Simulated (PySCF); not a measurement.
Species: C4H4ClF2O (doublet state).
Structure used (GFN2-xTB), in Å, numbered top down from 1:
```
atom  x, y, z in Å
F1     1.2388   -0.2542    1.6706
C2     1.3231   -0.4814    0.3378
F3     2.2521    0.3786   -0.1270
C4    -0.0268   -0.2261   -0.3207
Cl5    0.2385   -0.7096   -2.1064
C6    -1.2610   -0.7089    0.2796
O7    -1.8788    0.5103    0.3251
C8    -0.6897    1.1500   -0.1630
H9     1.6855   -1.5084    0.1858
H10   -1.7698   -1.6425    0.3828
H11   -0.2367    1.7916    0.5940
H12   -0.8739    1.6999   -1.0846
```

The hyperfine couplings belong to this conformer and change with its torsions.

The species is `FC(F)[C@@]1(Cl)[CH]OC1` [radical].

Method: UKS B3LYP, pcH-1 on C Cl F H O, non-relativistic, mean-field spin-orbit, GIAO (PySCF 2.14.0). Isolated species at its GFN2-xTB geometry (one conformer only). Couplings are sensitive to structure, and on GFN2-xTB geometries they can be far from those on DFT ones. Stability of the SCF solution: not tested.

Give the principal g shifts and their parts.

```csv
Δg (ppm),1,2,3
relativistic mass correction,-233,-233,-233
gauge correction,-7,38,33
orbital Zeeman/spin–orbit,-217,892,4218
total,-457,697,4018
```

So g = 2.00186, 2.00302, 2.00634 and g_iso = 2.00374; the tensor is rhombic: the two nearest values differ by 26 % of g3 − g1. 

At 34.056 GHz, how far is the centre of the isotropic spectrum from where a free electron (g = 2.002319) resonates?

B = hν/(g μB) with μB/h = 13.99624 MHz/mT gives 1215.20 mT for the free electron and 1214.34 mT at g_iso, 0.86 mT lower.

What are the electron Larmor frequencies g μB B/h along the three axes at 3350 mT?

93.8621, 93.9163, 94.0720 GHz for g1, g2 and g3, a range of 209.9 MHz.

What effective moment and Curie constant follow for a powder?

With the mean of g² = 4.0150 and S(S+1) = 0.75: μ_eff = √(⟨g²⟩S(S+1)) = 1.735 μB and χT = 0.12505·⟨g²⟩·S(S+1) = 0.377 cm³ K/mol (cgs; spin-Hamiltonian part alone).

In a frozen sample, at which fields do the three g values resonate at 9.5, 34, 94 and 263 GHz (hyperfine left aside), and which band first spreads them over more than twice a line width of 1.0 mT?

```
band    GHz  B(g3) mT  B(g2) mT  B(g1) mT  spread mT
   X    9.5    338.30    338.87    339.06       0.76
   Q   34.0   1210.77   1212.78   1213.48       2.71
   W   94.0   3347.44   3352.99   3354.92       7.48
   J  263.0   9365.70   9381.23   9386.64      20.94
```

The spread grows in proportion to the frequency. Q band is the first where it exceeds 2.0 mT.

Largest spin populations (Mulliken): C6 (+0.74), O7 (+0.18) and Cl5 (+0.11). The angles at C6 add up to 357.1°, so it is nearly planar; its axial dipolar tensor and the negative coupling of its proton fit spin in a p orbital normal to that plane.

The HOMO–LUMO gaps are 5.37 eV among the α and 6.10 eV among the β orbitals.
